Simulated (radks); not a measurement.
Results of a calculation; reference values are marked as such.
Valence configurations of Dy I (all share [Xe]). Level of theory: scalar-relativistic Kohn-Sham, r2SCAN, spin-polarised, spherical densities, finite nucleus; open shells are filled with parallel spins first (spin-orbit coupling, left out, can overturn this in heavy ions); meta-GGA in the generalised Kohn-Sham scheme; Fermi nuclear charge, rms radius 5.2218 fm (a radial shooting solver on a logarithmic mesh with Libxc functionals). Energies are relative to 4f10 6s2; eigenvalues in eV for spin up.

valence              E (eV)  moment (Bohr magnetons)    e(4f)   e(5d)   e(6p)   e(6s)
4f10 6s2              0.000                        4   -4.742       -       -  -3.912
4f9.5 5d0.5 6s2       0.239                        5   -7.896  -1.948       -  -4.323
4f10 5d0.5 6s1.5      1.149                        5   -4.155  -1.113       -  -4.036
4f10 6s1 6p1          1.826                        6   -5.806       -  -2.121  -5.070
4f9 6s2 6p1           3.042                        6  -14.558       -  -2.522  -5.991
4f8.5 5d0.5 6s2 6p1   5.895                        7  -18.268  -5.459  -2.599  -6.316

NIST lists [Xe] 4f10 6s2 as the ground configuration; this level of theory agrees among the configurations tried. The energies are those of spherical high-spin densities, not of single terms. No valid solution was reached for [Xe] 4f11 6s1; [Xe] 4f11.5 6s0.5; [Xe] 4f10 5d1 6s1; [Xe] 4f12.
